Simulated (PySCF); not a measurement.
Sb(H)(OMe)2 (C2H7O2Sb), SMILES C[O][SbH][O]C.

The structure is a stationary point at PBE-D3(BJ)/def2-SVP. The structure was generated by enumeration; whether it is a known compound was not checked. The def2 effective core potentials stand for the cores of Sb; spin–orbit coupling is left out. The values are those of a single conformer.

Vertical ionisation energy (IE) and electron affinity (EA) in eV. Rows of orbital energies are one-electron estimates. Where ΔSCF, EOM or ADC give a negative EA the extra electron is unbound and the value depends on the basis.

```tsv
level	IE	EA
−ε(HOMO), −ε(LUMO), PBE0/def2-TZVP (PySCF)	[?]	[?]
−ε(HOMO), −ε(LUMO), PBE/def2-TZVP (PySCF)	6.17	1.90
```

**Question.** Complete the blanks. (Estimate from the structure and the level; the computed values follow.)

**Answer.** 
- −ε(HOMO), −ε(LUMO), PBE0/def2-TZVP (PySCF), IE: 7.53
- −ε(HOMO), −ε(LUMO), PBE0/def2-TZVP (PySCF), EA: 1.13
